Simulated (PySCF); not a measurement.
# Exercise with solution: chemical shift, span and skew from a shielding tensor

tert-butyl chloride (C4H9Cl), SMILES CC(C)(C)Cl. Atoms are numbered in the order given.

```xyz
14

C     -1.2630    -0.7292    -0.8137
C      0.0000     0.0000    -0.3667
C      0.0000     1.4584    -0.8137
C      1.2630    -0.7292    -0.8137
Cl     0.0000     0.0000     1.4852
H     -1.3055    -0.7537    -1.9156
H     -1.2719    -1.7643    -0.4427
H     -2.1639    -0.2193    -0.4427
H     -0.8920     1.9836    -0.4427
H      0.8920     1.9836    -0.4427
H      0.0000     1.5074    -1.9156
H      1.3055    -0.7537    -1.9156
H      1.2719    -1.7643    -0.4427
H      2.1639    -0.2193    -0.4427
```

Geometry optimised at B3LYP-D3(BJ)/def2-SVP.

GIAO shieldings from PBE0/pcSseg-1 (PySCF), non-relativistic, no solvent. The symmetric part of the tensor of C2 has the principal values 84.9, 84.9, 158.2 ppm. The same nucleus in TMS has σ = 186.3 ppm at this level (PySCF, at its B3LYP-D3(BJ)/def2-TZVP geometry). Without spin–orbit terms, shifts of atoms bonded to Cl or Br come out too high.

Problem. Work out the isotropic shielding, the ¹³C shift against TMS, the span and the skew.

Solution. 
σ(iso) = (σ11 + σ22 + σ33)/3 = 109.3 ppm. δ = σ(ref) − σ(iso) = 186.3 − (109.3) = 77.0 ppm.
Span Ω = σ33 − σ11 = 73.3 ppm. Skew κ = 3(σ(iso) − σ22)/Ω = 1.00, an axial tensor. Tumbling in solution averages the tensor to δ; in a static solid the shielding alone would spread this spin-1/2 line over Ω.
